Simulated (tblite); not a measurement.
Compound: C₂H₁₂OP₂Si₂.
Bonds: C1–Si2, Si2–C3, C3–O4, O4–Si5, Si5–P6, Si5–P7. Hydrogens: H8, H9, H10 on C1; H11, H12 on Si2; H13, H14 on C3; H15 on Si5; H16, H17 on P6; H18, H19 on P7.

Computed with GFN2-xTB (tblite), gas phase: L-BFGS steps from a force-field or distance-geometry start until the largest atomic force falls under 0.01 eV/Å.

Step 70: E = -625.5589 eV
```
atom  x, y, z in Å  |  force x, y, z in eV/Å
C1     -3.1216    0.6795    0.1678   -0.025   0.026  -0.003
Si2    -2.2080   -0.8971   -0.3560   -0.012  -0.023  -0.019
C3     -0.5693   -0.9585    0.6231   -0.004  -0.008   0.006
O4      0.1887    0.1574    0.1945   -0.014   0.003   0.005
Si5     1.7726    0.3646    0.4409   -0.019   0.014  -0.023
P6      2.2159    1.9177   -1.1110    0.040   0.003   0.049
P7      2.7869   -1.6209    0.0851   -0.030   0.003  -0.008
H8     -3.1478    0.7880    1.2489   -0.001  -0.003   0.011
H9     -2.6343    1.5609   -0.2392    0.027   0.016   0.015
H10    -4.1477    0.6812   -0.1862   -0.019  -0.008  -0.025
H11    -1.8864   -0.8724   -1.7841    0.003  -0.004   0.000
H12    -2.9827   -2.1002   -0.0247    0.001  -0.009   0.025
H13    -0.7119   -0.8921    1.7055   -0.019  -0.001   0.003
H14     0.0028   -1.8742    0.4365    0.020   0.005  -0.007
H15     2.0041    0.7761    1.8414    0.010   0.024   0.001
H16     3.4983    2.1569   -0.6453   -0.041  -0.002  -0.015
H17     1.6839    2.9535   -0.3656    0.019  -0.008  -0.017
H18     3.2747   -1.7165    1.3751    0.028  -0.047   0.011
H19     3.9721   -1.0945   -0.3839    0.036   0.020  -0.008
```

Step 71: E = -625.5595 eV
```
atom  x, y, z in Å  |  force x, y, z in eV/Å
C1     -3.1167    0.6802    0.1667   -0.019   0.016  -0.010
Si2    -2.2085   -0.8988   -0.3581    0.019  -0.034   0.006
C3     -0.5714   -0.9624    0.6267   -0.004  -0.004   0.008
O4      0.1855    0.1569    0.2036   -0.009  -0.010   0.010
Si5     1.7703    0.3669    0.4430   -0.031  -0.001  -0.030
P6      2.2010    1.9207   -1.1108    0.031   0.000   0.023
P7      2.7851   -1.6180    0.0834   -0.036  -0.001   0.004
H8     -3.1528    0.7810    1.2480    0.005   0.004   0.020
H9     -2.6183    1.5593   -0.2313    0.039   0.032   0.020
H10    -4.1386    0.6944   -0.1966   -0.043  -0.019  -0.035
H11    -1.8789   -0.8745   -1.7840   -0.002  -0.003  -0.006
H12    -2.9839   -2.1018   -0.0277   -0.003  -0.005   0.021
H13    -0.7171   -0.8987    1.7093   -0.019  -0.006  -0.012
H14     0.0029   -1.8774    0.4390    0.011   0.027  -0.005
H15     2.0110    0.7824    1.8403    0.007   0.022   0.012
H16     3.4916    2.1514   -0.6660   -0.029   0.002  -0.006
H17     1.6865    2.9580   -0.3560    0.018  -0.002  -0.011
H18     3.2707   -1.7180    1.3743    0.022  -0.046   0.004
H19     3.9719   -1.0922   -0.3807    0.043   0.026  -0.014
```

Step 72: E = -625.5603 eV
```
atom  x, y, z in Å  |  force x, y, z in eV/Å
C1     -3.1100    0.6814    0.1648   -0.015   0.015  -0.018
Si2    -2.2083   -0.9018   -0.3604    0.037  -0.028   0.029
C3     -0.5741   -0.9687    0.6319   -0.004   0.005   0.007
O4      0.1811    0.1553    0.2167   -0.003  -0.018   0.010
Si5     1.7669    0.3705    0.4461   -0.035  -0.014  -0.024
P6      2.1803    1.9253   -1.1110    0.021   0.011   0.011
P7      2.7824   -1.6137    0.0814   -0.022  -0.003   0.013
H8     -3.1593    0.7720    1.2469    0.007   0.012   0.005
H9     -2.5950    1.5574   -0.2199    0.028   0.023   0.036
H10    -4.1270    0.7118   -0.2121   -0.031  -0.026  -0.033
H11    -1.8685   -0.8765   -1.7837   -0.008  -0.004  -0.009
H12    -2.9868   -2.1035   -0.0322   -0.004  -0.001   0.015
H13    -0.7247   -0.9081    1.7143   -0.017  -0.013  -0.022
H14     0.0032   -1.8822    0.4429    0.003   0.046  -0.001
H15     2.0187    0.7915    1.8397    0.002   0.017   0.012
H16     3.4825    2.1448   -0.6963   -0.028   0.001   0.004
H17     1.6904    2.9653   -0.3427    0.025  -0.011  -0.016
H18     3.2660   -1.7226    1.3732    0.010  -0.039  -0.008
H19     3.9724   -1.0889   -0.3766    0.035   0.028  -0.013
```

Problem. Estimate the geometry and energy of step 73. (The exact step hangs on the optimiser's Hessian estimate; all steps are aligned on step 72, rigid shifts and turns removed.)

Solution. E = -625.5609 eV, largest force 0.061 eV/Å
```
atom  x, y, z in Å  |  force x, y, z in eV/Å
C1     -3.1086    0.6827    0.1631    0.008  -0.012  -0.015
Si2    -2.2092   -0.9036   -0.3617    0.036  -0.011   0.041
C3     -0.5767   -0.9733    0.6349   -0.005   0.014   0.005
O4      0.1790    0.1523    0.2251    0.000  -0.011   0.000
Si5     1.7649    0.3720    0.4487   -0.021  -0.021  -0.002
P6      2.1710    1.9270   -1.1096   -0.019  -0.019  -0.043
P7      2.7845   -1.6097    0.0794   -0.001  -0.005   0.013
H8     -3.1650    0.7678    1.2453    0.006   0.014   0.006
H9     -2.5838    1.5561   -0.2132    0.029   0.033   0.034
H10    -4.1224    0.7225   -0.2206   -0.034  -0.032  -0.039
H11    -1.8636   -0.8770   -1.7835   -0.013  -0.006  -0.009
H12    -2.9897   -2.1039   -0.0332   -0.004   0.000   0.010
H13    -0.7314   -0.9133    1.7166   -0.016  -0.021  -0.015
H14     0.0020   -1.8861    0.4462   -0.002   0.050   0.001
H15     2.0227    0.7988    1.8400   -0.003   0.008   0.007
H16     3.4766    2.1427   -0.7130    0.018   0.002   0.027
H17     1.6950    2.9690   -0.3389    0.010   0.014   0.008
H18     3.2684   -1.7318    1.3708   -0.006  -0.023  -0.020
H19     3.9768   -1.0831   -0.3733    0.016   0.025  -0.008
```

The energy changes by -0.0006 eV. The first-order estimate −F·Δx gives -0.0010 eV and the mean of the old and new forces, exact on a quadratic surface, -0.0006 eV. The step makes an angle of 80° with the force vector and moves no atom by more than 0.018 Å.

What follows is the cost of the whole relaxation. The run took 2.8 s of wall time on one thread, Arm Neoverse N1 (aarch64), no GPU, shared host.
